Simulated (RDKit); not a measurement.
RDKit input (UFF):

```python
from rdkit import Chem
from rdkit.Chem import AllChem, rdDetermineBonds

mol = Chem.MolFromXYZFile('mol.xyz')
rdDetermineBonds.DetermineBonds(mol, charge=0)
print('SMILES', Chem.MolToSmiles(Chem.RemoveHs(mol)))
ff = AllChem.UFFGetMoleculeForceField(mol)
e0 = ff.CalcEnergy()
flag = ff.Minimize(maxIts=5000, forceTol=1e-5)
print(f'energy {e0:.4f} -> {ff.CalcEnergy():.4f} kcal/mol, converged: {flag == 0}')
print(Chem.MolToXYZBlock(mol))
```
mol.xyz:
```
9

Br     1.50342900    -0.28047500    -0.00227300
C     -0.30757900     0.16413500    -0.00954100
C     -0.94591500     1.35608600    -0.10913600
C     -2.34362400     1.04599900    -0.05351800
C     -2.43719000    -0.29887800     0.07431500
O     -1.18851100    -0.85805100     0.10300500
H     -0.48443400     2.32232600    -0.20846900
H     -3.16335100     1.74233700    -0.10321300
H     -3.25828100    -0.98769600     0.15447700
```

Output:

```
SMILES Brc1ccco1
energy 44.3334 -> 33.1036 kcal/mol, converged: True
9

Br     1.560570   -0.171653   -0.013562
C     -0.326573    0.097997   -0.002983
C     -0.963872    1.315636   -0.105003
C     -2.312077    1.034410   -0.053030
C     -2.411751   -0.336128    0.077323
O     -1.210437   -0.866015    0.104166
H     -0.503256    2.289345   -0.205018
H     -3.126945    1.744010   -0.104059
H     -3.331115   -0.901819    0.147812
```

The geometry given is a B3LYP-D3(BJ)/def2-TZVP minimum.
